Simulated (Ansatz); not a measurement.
The first iterations of a band of CH3BrZn + ClH (8 atoms, charge 0, multiplicity 1).

Theory: Ansatz, RHF/def2-SVP.

* movable images: 5
* climbing image: yes
* spring: 5.0 eV/Å²
* optimiser: quadratic models (default)
* start path: through a guess of the saddle point
* force threshold: 0.05 eV/Å
* iteration limit: 60
* end points: relaxed

First end point:

```xyz
8
Properties=species:S:1:pos:R:3
Zn 0.435 -0.676 -0.273
Br 1.158 -1.539 -2.298
C -0.041 -0.200 1.597
H -0.330 1.049 -2.954
Cl -0.818 1.689 -1.964
H -0.743 -0.924 2.017
H -0.507 0.787 1.639
H 0.846 -0.185 2.234
```

Last end point:

```xyz
8
Properties=species:S:1:pos:R:3
Zn -0.428 0.763 -0.051
Br 1.042 -1.363 -2.687
C -0.087 -0.137 1.682
H 0.411 -0.185 -3.139
Cl -0.879 1.865 -1.865
H -0.578 -1.112 1.714
H -0.465 0.462 2.513
H 0.983 -0.293 1.834
```

| iteration | highest image above the first end (eV) | largest band force component (eV/Å) |
| --- | --- | --- |
| 1 | 1.584 | 3.041 |
| 2 | 1.144 | 2.909 |
| 3 | 0.866 | 1.389 |

Problem. Does the band converge within its limit, and where does its top end?

Solution. It converged. It ended after 9 iterations with the highest image 0.845 eV above the first end. A vibrational analysis at the climbing image gives one clearly imaginary mode, 1139i cm⁻¹: a first-order saddle point. The orbitals stay closed-shell, which can raise the energy where a bond breaks towards radicals; this wasn't checked here.

Time of the run: 82 s on 2 threads of Arm Neoverse V2 (shared host), peak memory 0.29 GiB.
